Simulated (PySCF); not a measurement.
Calculation: PBE-D3(BJ)/def2-TZVP // CAM-B3LYP-D3(BJ)/def2-TZVP (PySCF). All species are isolated molecules in the gas phase. Excitations are Tamm–Dancoff values on a coarser integration grid. The basis has no diffuse functions, so Rydberg states are missing or too high.

Reference species (SMILES): `N[SiH]=[SiH2]` (neutral, multiplicity 1).

The LUMO is -2.37 eV and the dipole moment comes out as 3.46 D. The T1 excitation (TDA) comes out as 1.82 eV. The S1 oscillator strength comes out as 0.001.

Changed species: `[SiH3]N=[SiH2]`.

### Question
Give the shifts of the LUMO, dipole moment, T1 excitation (TDA) and S1 oscillator strength.

### Answer
the LUMO falls by 0.53 eV, to -2.90 eV; the dipole moment drops by 0.82 D, to 2.64 D; the T1 excitation (TDA) increases by 1.04 eV, to 2.86 eV; the S1 oscillator strength stays essentially unchanged.
